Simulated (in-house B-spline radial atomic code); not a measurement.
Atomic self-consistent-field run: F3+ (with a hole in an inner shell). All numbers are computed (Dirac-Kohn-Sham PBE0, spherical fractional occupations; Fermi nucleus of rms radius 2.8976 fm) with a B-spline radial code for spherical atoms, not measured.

Command:
```bash
python run_scf.py task.json out
```
Settings (nuclear radius in fm, mass in u):
```
Z                9
configuration    1s2 2p4
hamiltonian      dirac
method           pbe0
spin_polarised   False
nucleus          fermi
rms_radius       2.8976
atomic_mass      18.9984
speed_of_light   137.035999084
```

Output (hartree, bohr):
```
 radial grid: 67 intervals, B-splines of order 8, outer radius 10.8108 bohr

 iter        energy (Eh)    residual
    1         -92.080611    2.09e-01
    2         -93.659427    6.35e-02
    3         -93.806441    2.22e-02
    4         -93.825975    7.66e-03
    5         -93.828387    2.32e-03
    6         -93.828665    1.48e-05
    7         -93.828665    4.19e-08

 total energy                       -93.82867
 kinetic                              93.8443
 electron-nucleus                   -211.0906
 Hartree                              31.5120
 exact exchange                       -1.8325
 exchange-correlation                 -6.2620

 first-order corrections (not in the total)
   Gaunt                             0.0113
   retardation                      -0.0005
   frequency dependence             -0.0000
   self-energy                       0.0073
   Uehling                          -0.0004
   Wichmann-Kroll                    0.0000
   recoil                            0.0024

 orbital      occ     eigenvalue          <r>       <r^2>       <1/r>     <1/r^2>       <r^4>       r_max    small
 1s1/2      2.000       -27.6715     0.175845   0.0417186     8.64616     151.988  0.00454144      0.1142  9.93e-04
 2p1/2      1.333        -2.6467      0.84405    0.883374     1.54246     3.34263     1.62312      0.6336  1.27e-04
 2p3/2      2.667        -2.6431     0.845199    0.885602      1.5396     3.32323     1.63053      0.6345  1.27e-04

 Slater integrals (Eh)
   F0(1s1/2,1s1/2)               5.357499
   F0(1s1/2,2p1/2)               1.517564
   G1(1s1/2,2p1/2)               0.194554
   F0(1s1/2,2p3/2)               1.515070
   G1(1s1/2,2p3/2)               0.194051
   F0(2p1/2,2p1/2)               1.084740
   F0(2p1/2,2p3/2)               1.083981
   G2(2p1/2,2p3/2)               0.503216
   F0(2p3/2,2p3/2)               1.083225
   F2(2p3/2,2p3/2)               0.503156
```

Run time, properties included: 0.33 s on 1 thread of x86-64 server CPU, on a shared host.

For the Dirac Hamiltonian the kinetic term is c α·p + (β - 1)c².

Caution: exact exchange at fractional occupations of open shells leaves self-interaction of up to several eV.
